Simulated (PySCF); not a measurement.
Problem. What does the PBE0-D3(BJ)/def2-SVP structure of InChI=1S/C8H13NO/c1-3-8(10)9(4-2)7-5-6-7/h3,7H,1,4-6H2,2H3 look like in three dimensions?

Solution. 
```
atom  x, y, z in Å
C1     2.6989   -1.3639   -1.3172
C2     1.6091   -1.1845   -0.5682
C3     1.0159    0.1830   -0.4562
O4     1.5489    1.1422   -0.9875
N5    -0.1410    0.3122    0.2798
C6    -0.6137    1.6571    0.5633
C7    -0.3168    2.1050    1.9847
C8    -0.7682   -0.7785    0.9597
C9    -1.3868   -1.8995    0.1740
C10   -2.2615   -0.9130    0.8768
H11    3.1748   -2.3423   -1.4153
H12    3.1320   -0.5108   -1.8477
H13    1.1614   -2.0181   -0.0259
H14   -1.6971    1.7044    0.3677
H15   -0.1147    2.3152   -0.1593
H16   -0.7998    1.4510    2.7276
H17   -0.6881    3.1277    2.1502
H18    0.7670    2.1019    2.1760
H19   -0.3220   -1.0554    1.9247
H20   -1.3229   -1.8288   -0.9145
H21   -1.2992   -2.9141    0.5718
H22   -2.7995   -0.1920    0.2572
H23   -2.7947   -1.2211    1.7791
```

Any rigid rotation of these coordinates is as good. Atoms count from 1 in this order. N5 (amide nitrogen) is almost planar (angles 123.4°, 118.1° and 117.7°, sum 359.1°, 0.08 Å off the plane of its three neighbours). The 3-membered ring C8–C9–C10 has internal angles of 59.7° to 60.2°. The C–C distances run from 1.335 Å (C1=C2, drawn double) to 1.520 Å (C6–C7, drawn single), a spread of 0.185 Å. Of the pairs four or more bonds apart, O4···H15 is among the closest relative to their van der Waals radii: 2.20 Å, 81 % of the sum of Bondi's values.

Bonds between heavy atoms (Å): C1=C2 1.335, C2–C3 1.495, C3=O4 1.219, C3–N5 1.377, N5–C6 1.453, C6–C7 1.520, N5–C8 1.430, C8–C9 1.502, C9–C10 1.494, C8–C10 1.502.

Computed, not measured: PySCF 2.14.0, PBE0-D3(BJ)/def2-SVP geometry optimisation, gas phase.

Point group: C1 (no symmetry element, even within 0.4 Å). PBE0-D3(BJ)/def2-SVP frequencies: not computed here. One conformer, not necessarily the lowest (C1–C2–C3–O4 -3°, C2–C3–N5–C6 171°, C3–N5–C6–C7 -103°, C3–N5–C8–C9 -67°).

On Arm Neoverse V2, one thread, no GPU, on a shared host, this took 3.7 min wall. These figures are those of the optimisation.
